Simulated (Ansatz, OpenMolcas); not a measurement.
## SiHCl2OF (SMILES O[Si](F)(Cl)Cl): methods side by side

SiHCl2OF has 6 atoms, charge 0, and is taken as a singlet. As SMILES, `O[Si](F)(Cl)Cl`. Geometry: relaxed at PBE0-D4/def2-TZVP. This is one conformer, not always the lowest.

```tsv
atom	x (Å)	y (Å)	z (Å)
O	-0.5077	0.4537	1.1225
Si	0.2195	0.0134	-0.2474
F	1.5832	-0.7267	0.0444
Cl	-0.9213	-1.2729	-1.3196
Cl	0.6180	1.6839	-1.2945
H	-0.9496	-0.2155	1.6485
```

Each level gives the vertical ionisation energy (to the doublet cation) (eV). The values are calculated.

| level | kind | program | value (eV) | CPU time (all runs) |
| --- | --- | --- | --- | --- |
| SVWN5/def2-SVP | LDA | Ansatz | 11.29 | 8.2 s |
| PBE/def2-SVP | GGA | Ansatz | 11.13 | 14 s |
| revPBE/def2-SVP | GGA | OpenMolcas | 11.10 | 47 s |
| M06-L/def2-SVP | meta-GGA | OpenMolcas | 11.66 | 74 s |
| r2SCAN/def2-SVP | meta-GGA | OpenMolcas | 11.56 | 83 s |
| BHLYP/def2-SVP | global hybrid | Ansatz | 12.12 | 23 s |
| CAM-B3LYP/def2-SVP | range-separated hybrid | Ansatz | 12.01 | 24 s |
| MP2/def2-SVP | perturbation theory | Ansatz | 12.32 | 15 s |

The values span 11.10 to 12.32 eV. Times are those of the runs behind each value, whatever else they computed, on shared processors of several kinds: orders of magnitude only.
